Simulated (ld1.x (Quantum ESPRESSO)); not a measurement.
Reading a pseudo-wave (boron)

Columns: radius, all-electron u(r) and pseudo u(r) of the 2p shell (level -3.56 eV) of boron in the configuration [He] 2s2 2p1; PBEsol, non-relativistic, PAW scheme, ld1.x (Quantum ESPRESSO) 7.5.

```json
{"r (bohr)": "0.188", "all-electron": "0.0782", "pseudo": "0.0088"}
{"r (bohr)": "0.375", "all-electron": "0.2132", "pseudo": "0.0342"}
{"r (bohr)": "0.562", "all-electron": "0.3412", "pseudo": "0.0744"}
{"r (bohr)": "0.750", "all-electron": "0.4455", "pseudo": "0.1266"}
{"r (bohr)": "0.938", "all-electron": "0.5245", "pseudo": "0.1869"}
{"r (bohr)": "1.125", "all-electron": "0.5786", "pseudo": "0.2505"}
{"r (bohr)": "1.312", "all-electron": "0.6107", "pseudo": "0.3132"}
{"r (bohr)": "1.500", "all-electron": "0.6247", "pseudo": "0.3714"}
{"r (bohr)": "1.688", "all-electron": "0.6243", "pseudo": "0.4212"}
{"r (bohr)": "1.875", "all-electron": "0.6133", "pseudo": "0.4597"}
{"r (bohr)": "2.062", "all-electron": "0.5945", "pseudo": "0.4857"}
{"r (bohr)": "2.250", "all-electron": "0.5701", "pseudo": "0.4988"}
{"r (bohr)": "2.438", "all-electron": "0.5422", "pseudo": "0.4995"}
{"r (bohr)": "2.625", "all-electron": "0.5122", "pseudo": "0.4894"}
{"r (bohr)": "2.812", "all-electron": "0.4811", "pseudo": "0.4708"}
{"r (bohr)": "3.000", "all-electron": "0.4497", "pseudo": "0.4461"}
{"r (bohr)": "3.188", "all-electron": "0.4187", "pseudo": "0.4179"}
{"r (bohr)": "3.375", "all-electron": "0.3887", "pseudo": "0.3887"}
{"r (bohr)": "3.562", "all-electron": "0.3600", "pseudo": "0.3600"}
{"r (bohr)": "3.750", "all-electron": "0.3325", "pseudo": "0.3325"}
{"r (bohr)": "3.938", "all-electron": "0.3066", "pseudo": "0.3066"}
{"r (bohr)": "4.125", "all-electron": "0.2824", "pseudo": "0.2824"}
{"r (bohr)": "4.312", "all-electron": "0.2598", "pseudo": "0.2598"}
{"r (bohr)": "4.500", "all-electron": "0.2387", "pseudo": "0.2387"}
{"r (bohr)": "4.688", "all-electron": "0.2191", "pseudo": "0.2191"}
{"r (bohr)": "4.875", "all-electron": "0.2011", "pseudo": "0.2011"}
```

Problem. How many radial nodes do the two functions have?

Solution. The all-electron 2p function has n − l − 1 = 0; the pseudo-wave has 0.

Problem. At about which radius was the pseudo-wave matched?

Solution. 3.75 bohr. The columns agree to 0.0005 from 3.38 bohr on; several derivatives are matched, so the curves merge somewhat inside the radius.

Problem. Is the pseudo-wave norm-conserving?

Solution. No, it belongs to a PAW set: the norm inside the radius is not constrained, and the difference is carried by the augmentation charge.
